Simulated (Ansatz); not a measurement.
`O[SiH2][SiH2]Cl` + `[SH][GeH3]` → `O[SiH2][S][GeH3]` + `[SiH3]Cl`  (cleavage of the Si–Si bond)

Computed with Ansatz on PBE0-D4/def2-TZVP structures; ΔE is electronic, products minus reactants. CBS: MP2 limit from def2 TZ/QZ plus the TZ coupled-cluster correction, frozen cores. This one scheme is used for every species. For Ge outer-core shells are correlated without core-valence functions, which leaves a few kJ/mol of doubt a bond. Scalar relativity is left out up to krypton. Each species was taken in one conformer, which may not be the lowest.

`O[SiH2][SiH2]Cl`:

Z-matrix (Å, degrees):
```
Si
Si 1 2.349
O 1 1.649 2 108.5
H 1 1.490 2 108.1 3 121.9
H 1 1.483 2 112.3 3 -117.8
Cl 2 2.078 1 104.0 3 -42.4
H 2 1.485 1 114.2 3 73.8
H 2 1.485 1 114.4 3 -159.7
H 3 0.960 1 116.5 2 44.0
```

`[SH][GeH3]`:

Cartesian coordinates in Å:
```
S 0.083 1.616 0.589
Ge -0.071 -0.545 0.086
H 0.315 2.004 -0.675
H 1.244 -1.047 -0.530
H -1.231 -0.787 -0.893
H -0.341 -1.241 1.424
```

`O[SiH2][S][GeH3]`:

Cartesian coordinates in Å:
```
O -2.013 -1.340 -0.159
Si -1.261 -0.033 -0.805
S 0.787 -0.386 -1.279
Ge 1.685 0.418 0.593
H -1.587 -1.784 0.576
H -1.310 1.126 0.128
H -1.985 0.254 -2.061
H 3.153 -0.027 0.580
H 1.574 1.948 0.616
H 0.957 -0.176 1.811
```

`[SiH3]Cl`:

```xyz
5

Si    0.027    0.110   -0.060
Cl   -0.410   -1.652    0.899
H     1.393    0.012   -0.624
H    -0.046    1.213    0.926
H    -0.964    0.317   -1.140
```

```
           species  CCSD/def2-TZVPP energy (Eh)
 `O[SiH2][SiH2]Cl`                  -1116.03229
      `[SH][GeH3]`                  -2475.73459
`O[SiH2][S][GeH3]`                  -2841.19070
        `[SiH3]Cl`                   -750.60681
```

Problem. Work out ΔE.

Solution. ΔE = (-2841.19070) + (-750.60681) − (-1116.03229) − (-2475.73459) = -0.03063 Eh = -80.4 kJ/mol. CCSD(T)/CBS gives -82.7 kJ/mol.

Largest T1 diagnostic among the species: 0.012.

From PBE to PBE0 (25 % exact exchange), in def2-TZVPP and without D4, ΔE moves by −5.2 kJ/mol.
